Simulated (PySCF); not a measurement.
A PySCF script (with the pyscf-properties extension) for the NMR shieldings of SMILES C(P(CC=C)CCC)=C, C₈H₁₅P, on a GFN2-xTB geometry:

```python
import basis_set_exchange as bse
import numpy as np
from pyscf import gto, dft
from pyscf.prop import nmr

atoms = """
C     2.697550   -1.024053   -0.807538
C     2.308303    0.119930   -0.271212
C     1.801558    0.261120    1.116382
P    -0.050897    0.580517    1.224370
C    -0.152359    1.967183    0.040714
C     0.212450    3.198893    0.358814
C    -0.637765   -0.773748    0.091762
C    -2.158273   -0.760343   -0.031460
C    -2.652294   -1.831938   -0.995784
H     3.051301   -1.089170   -1.822519
H     2.688413   -1.943964   -0.245085
H     2.324644    1.031367   -0.855845
H     2.272672    1.111471    1.616617
H     1.995196   -0.639775    1.703423
H    -0.573286    1.749450   -0.934382
H     0.609394    3.434912    1.333103
H     0.139108    4.020056   -0.336902
H    -0.308399   -1.725174    0.519235
H    -0.168364   -0.665862   -0.890988
H    -2.599160   -0.920860    0.955244
H    -2.487853    0.222384   -0.379832
H    -2.247644   -1.664210   -1.992197
H    -3.738075   -1.819769   -1.059871
H    -2.337954   -2.818654   -0.661562
"""
names = dict.fromkeys(["C", "P", "H"], "pcSseg-1")
basis = {el: gto.basis.parse(bse.get_basis(n, elements=[el], fmt="nwchem")) for el, n in names.items()}
mol = gto.M(atom=atoms, basis=basis, charge=0, verbose=0)
mf = dft.RKS(mol, xc="PBE0")
mf.grids.level = 2
mf.grids.alignment = dft.numint.BLKSIZE   # the property module wants whole blocks of grid points
mf.conv_tol = 1e-9
mf.kernel()

calc = nmr.RKS(mf)   # GIAO
C = mf.mo_coeff
Co = C[:, mf.mo_occ > 0]
resp = mf.gen_response(singlet=True, hermi=2)
def vind(x):   # induced exchange potential for any number of trial vectors
    d = np.einsum("pi,xij,qj->xpq", C, 2 * x.reshape(-1, C.shape[1], Co.shape[1]), Co, optimize=True)
    return np.einsum("xpq,pi,qj->xij", resp(d - d.transpose(0, 2, 1)), C, Co, optimize=True).ravel()
mo1, _ = nmr.rhf.solve_mo1(calc, with_cphf=vind)
sigma = calc.kernel(mo1)
for i, s in enumerate(sigma):   # ppm
    w = np.linalg.eigvalsh((s + s.T) / 2)
    print("%2d %-2s iso %8.1f  s11 %8.1f  s22 %8.1f  s33 %8.1f" % (i, mol.atom_pure_symbol(i), w.mean(), *w))
```

Q: Give the expected output.

A: 
```
 0 C  iso     65.4  s11    -46.9  s22     85.3  s33    157.7
 1 C  iso     44.8  s11    -76.0  s22     43.5  s33    167.0
 2 C  iso    144.1  s11    134.9  s22    142.3  s33    154.9
 3 P  iso    377.6  s11    321.8  s22    385.8  s33    425.1
 4 C  iso     33.9  s11    -86.0  s22     39.5  s33    148.3
 5 C  iso     51.5  s11    -72.5  s22     61.8  s33    165.2
 6 C  iso    151.9  s11    139.1  s22    152.1  s33    164.5
 7 C  iso    162.9  s11    153.6  s22    162.4  s33    172.8
 8 C  iso    167.8  s11    155.4  s22    160.2  s33    187.7
 9 H  iso     26.4  s11     23.0  s22     25.7  s33     30.5
10 H  iso     26.6  s11     22.3  s22     26.0  s33     31.3
11 H  iso     25.6  s11     22.2  s22     24.9  s33     29.6
12 H  iso     29.1  s11     25.0  s22     27.7  s33     34.5
13 H  iso     29.5  s11     26.0  s22     27.7  s33     35.0
14 H  iso     25.3  s11     20.9  s22     25.1  s33     29.8
15 H  iso     25.7  s11     21.3  s22     24.7  s33     31.1
16 H  iso     25.5  s11     21.6  s22     24.8  s33     30.0
17 H  iso     30.8  s11     25.9  s22     31.3  s33     35.3
18 H  iso     29.9  s11     25.1  s22     30.7  s33     34.1
19 H  iso     30.1  s11     24.5  s22     30.1  s33     35.8
20 H  iso     30.5  s11     24.8  s22     31.8  s33     35.0
21 H  iso     30.7  s11     26.4  s22     29.4  s33     36.4
22 H  iso     30.3  s11     25.5  s22     27.3  s33     38.1
23 H  iso     30.7  s11     26.6  s22     29.0  s33     36.6
```

These numbers come from an equivalent density-fitted implementation of the same equations, which agrees with the script to about 0.01 ppm for H and up to a few tenths of a ppm for heavy atoms, so last digits may differ.

Size and cost of the density-fitted run: 235 basis functions, 66 s wall time on 1 thread of an Arm Neoverse V1, shared host; peak memory 1.2 GiB.
